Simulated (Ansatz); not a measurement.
`NB1CO1`, charge 0, multiplicity 1.

Give a relaxed structure at PBE0-D4/def2-TZVP (Ansatz 0.2.0). (An estimate is asked.)

Computed: 
Z-matrix (Å, degrees):
```
C
B 1 1.506
O 1 1.496 2 53.4
H 1 1.087 2 122.5 3 -95.6
H 1 1.087 2 122.5 3 95.6
N 2 1.383 1 158.1 3 180.0
H 6 1.005 2 122.6 1 -180.0
H 6 1.003 2 122.7 1 0.0
```
Point group Cs.
